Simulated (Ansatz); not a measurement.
Consider the formal exchange of groups at the Al–C bond: `[NH2][AlH][CH2][GeH3]` + `NO` → `[NH2][AlH][NH2]` + `O[CH2][GeH3]`.

Gas-phase electronic energies from Ansatz, PBE0-D4/def2-TZVP geometries. CCSD(T)/CBS adds triple-zeta CCSD(T) − MP2 to the extrapolated MP2 energy (def2 sets, frozen cores). This one scheme is used for every species. Functionals use def2-TZVPP. B3LYP here is the variant with VWN-RPA as its local correlation; programs differ in this. For Ge outer-core shells are correlated without core-valence functions, which leaves a few kJ/mol of doubt a bond. Scalar relativity is left out up to krypton. One conformer a species, not always the lowest.

```
          level  ΔE (kJ/mol)
         PBE-D4       -183.1
        PBE0-D4       -189.6
       B3LYP-D4       -197.4
         B2PLYP       -203.8
            PBE       -185.8
         r2SCAN       -197.1
CCSD/def2-TZVPP       -201.0
 CCSD/CBS(def2)       -204.8
```

Q: What does CCSD(T)/CBS give? (Estimate.)

A: The calculation gave: -200.8 kJ/mol. The listed levels differ from it by 17.7, 11.2, 3.4, -3.0, 15.0, 3.7, -0.2, -4.0 kJ/mol.

Largest T1 diagnostic among the species: 0.011.

From PBE to PBE0 (25 % exact exchange), in def2-TZVPP and without D4, ΔE moves by −6.4 kJ/mol. The D4 term adds +4.3 kJ/mol with B3LYP and +2.7 kJ/mol with PBE0; it sums over pairs of atoms, weighted by their polarisabilities, and B3LYP, whose exchange is more repulsive, gets the larger term. In def2-TZVPP, CCSD(T) changes the Hartree–Fock value by +20.3 kJ/mol (the triples alone add +4.0 kJ/mol) and MP2 by +11.5 kJ/mol.
